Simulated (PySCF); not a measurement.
C5H10Se.
SMILES: `[Se](C)[C@@H]1C[C@@H]1C`

Level: PBE0/def2-SVPD in PySCF, non-relativistic, on one gas-phase PBE0-D3(BJ)/def2-SVP geometry that isn't relaxed in the solvent. The solvent is an IEF-PCM continuum (van der Waals radii × 1.2), and excitations are vertical TDDFT with non-equilibrium linear response and a frozen core. Only the electrostatic response of the medium enters. Spin–orbit coupling is left out although an atom past zinc is present.

Gas-phase singlets (H = HOMO, L = LUMO):

```tsv
state	E (eV)	λ (nm)	f	leading configurations
S1	4.782	259	0.001	H→L 92%
S2	5.557	223	0.028	H→L+1 92%
S3	5.680	218	0.015	H→L+2 86%
S4	6.020	206	0.024	H→L+3 75%, H→L+4 16%
S5	6.325	196	0.008	H→L+4 72%, H→L+3 21%
```

Problem. How does the list change in chloroform (ε = 4.711)?

Solution. 
| state | E (eV) | λ (nm) | f | leading configurations | change by rank (eV) |
| --- | --- | --- | --- | --- | --- |
| S1 | 4.846 | 256 | 0.001 | H→L 94% | +0.064 |
| S2 | 5.557 | 223 | 0.046 | H→L+1 95% | 0.000 |
| S3 | 5.815 | 213 | 0.028 | H→L+2 88% | +0.135 |
| S4 | 6.156 | 201 | 0.036 | H→L+3 78%, H→L+4 14% | +0.136 |
| S5 | 6.484 | 191 | 0.010 | H→L+4 75%, H→L+3 18% | +0.159 |

Problem. Give the list for acetone (ε = 20.49), n² = 1.85.

Solution. 
```tsv
state	E (eV)	λ (nm)	f	leading configurations	change by rank (eV)
S1	4.879	254	0.001	H→L 94%	+0.097
S2	5.562	223	0.046	H→L+1 96%	+0.005
S3	5.876	211	0.031	H→L+2 89%	+0.196
S4	6.209	200	0.035	H→L+3 79%, H→L+4 13%	+0.189
S5	6.545	189	0.009	H→L+4 76%, H→L+3 17%	+0.220
```

Problem. The ground-state energy changes by -0.122 eV from gas to acetone. By how much does the total energy of gas-phase S1 change?

Solution. E(S1) = E(S0) + excitation energy, so it changes by -0.122 + 0.097 = -0.025 eV: it is lowered less than the ground state, which is what a blue shift means. This is the vertical state, with the slow part of the continuum still set for S0.

Problem. How do the frontier levels move from gas to acetone?

Solution. 
```json
{"orbital": "LUMO+2", "gas (eV)": "0.76", "solvent (eV)": "0.88", "change (eV)": "+0.12"}
{"orbital": "LUMO+1", "gas (eV)": "0.73", "solvent (eV)": "0.64", "change (eV)": "-0.09"}
{"orbital": "LUMO", "gas (eV)": "0.25", "solvent (eV)": "0.26", "change (eV)": "+0.01"}
{"orbital": "HOMO", "gas (eV)": "-5.98", "solvent (eV)": "-6.11", "change (eV)": "-0.13"}
{"orbital": "HOMO-1", "gas (eV)": "-8.10", "solvent (eV)": "-8.03", "change (eV)": "+0.07"}
{"orbital": "HOMO-2", "gas (eV)": "-8.23", "solvent (eV)": "-8.19", "change (eV)": "+0.04"}
{"orbital": "HOMO-3", "gas (eV)": "-9.08", "solvent (eV)": "-9.02", "change (eV)": "+0.06"}
```

The HOMO–LUMO gap goes from 6.23 to 6.37 eV. Rows go by rank; for LUMO+1 and LUMO+2 the atom shares or the degeneracy differ between the runs, so the row needn't follow one orbital.

The values belong to the conformer `[CH3:1][Se:2][C@@H:3]1[CH2:4][C@@H:5]1[CH3:6]`: C1–Se2–C3–C4 -68°.
